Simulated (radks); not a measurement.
The arsenic anion As3-, [Kr], held by a Watson sphere: a shell of charge +3 at radius R that stands for the Madelung well of a crystal (potential energy -3/R inside, -3/r outside, in hartree with lengths in bohr). Calculated with a radial shooting solver on a logarithmic mesh with Libxc functionals: scalar-relativistic Kohn-Sham, LB94 model potential, spin-polarised, spherical densities, point nucleus. Response by self-consistent Sternheimer equations with the Hartree and adiabatic LDA kernel, the relativistic mass of each level held fixed and spin-orbit coupling left out. The sphere does not respond.

| R (bohr) | e(3d) (eV) | e(4s) (eV) | e(4p) (eV) | <r> 4p (bohr) | sum of <r^2> (bohr^2) | X-ray form factor at sin(theta)/lambda = 0.3 1/angstrom | alpha (bohr^3) |
|---|---|---|---|---|---|---|---|
| 2.5 | -47.666 | -19.942 | -10.930 | 2.536 | 63.50 | 22.597 | 42.89 |
| 2.79 | -47.011 | -18.873 | -10.135 | 2.650 | 68.15 | 22.627 | 52.72 |
| 3.48 | -45.822 | -16.878 | -8.423 | 2.906 | 79.34 | 22.699 | 85.45 |
| 3.53 | -45.746 | -16.759 | -8.311 | 2.923 | 80.16 | 22.703 | 88.41 |
| 4.01 | -45.059 | -15.750 | -7.318 | 3.085 | 88.04 | 22.727 | 121.8 |
| 4.15 | -44.874 | -15.497 | -7.055 | 3.130 | 90.37 | 22.731 | 133.4 |
| 4.61 | -44.308 | -14.767 | -6.274 | 3.270 | 98.11 | 22.738 | 178.4 |
| 4.95 | -43.931 | -14.311 | -5.768 | 3.369 | 104.0 | 22.741 | 219.6 |
